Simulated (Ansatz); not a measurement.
`[TeH]B1CN=CO1`, 10 atoms. Total charge 0; spin multiplicity 1. Correlated methods include outer-core shells of Te, which these sets cover unevenly. Te: def2 effective core potential. All runs use 4 threads of an Arm Neoverse V1 on a shared host. Correlated methods freeze the cores.

**Question.** Give the basis size and wall time and peak host memory of each of these runs in Ansatz. RKS PBE0-D4/def2-SVP energy; RHF-CCSD(T)/def2-TZVPP energy; RKS r2SCAN0-D4/def2-TZVPP energy; RKS PBE0-D4/def2-TZVP frequencies; RKS PBE0-D4/def2-QZVPP energy; RHF-CCSD(T)/def2-SVP energy; RHF-MP2/def2-QZVPP energy; direct RPA on PBE orbitals/def2-TZVPP energy; RKS ωB97X-V/def2-TZVPP energy; RKS PBE0-D4/def2-TZVP relaxation (7 steps); RKS ωB97M-V/def2-QZVPP energy; RKS ωB97M-V/def2-SVP energy. (Estimate.)

**Answer.** Computed: Other jobs shared the machine, so times are rough.

```
                                level                   job  functions  wall time  peak host memory (GiB)
                 RKS PBE0-D4/def2-SVP                energy        116      1.4 s                    0.29
                 RKS ωB97M-V/def2-SVP                energy        116        6 s                    0.39
            RKS r2SCAN0-D4/def2-TZVPP                energy        261      7.5 s                    0.73
direct RPA on PBE orbitals/def2-TZVPP                energy        261       11 s                     0.8
               RKS ωB97X-V/def2-TZVPP                energy        261       11 s                    0.86
               RKS PBE0-D4/def2-QZVPP                energy        487       12 s                     1.9
                 RHF-CCSD(T)/def2-SVP                energy        116       16 s                    0.74
               RKS ωB97M-V/def2-QZVPP                energy        487       28 s                     2.3
                   RHF-MP2/def2-QZVPP                energy        487       35 s                     3.4
                RKS PBE0-D4/def2-TZVP  relaxation (7 steps)        229       43 s                    0.67
                RKS PBE0-D4/def2-TZVP           frequencies        229    3.9 min                     0.7
               RHF-CCSD(T)/def2-TZVPP                energy        261    7.7 min                     7.3
```
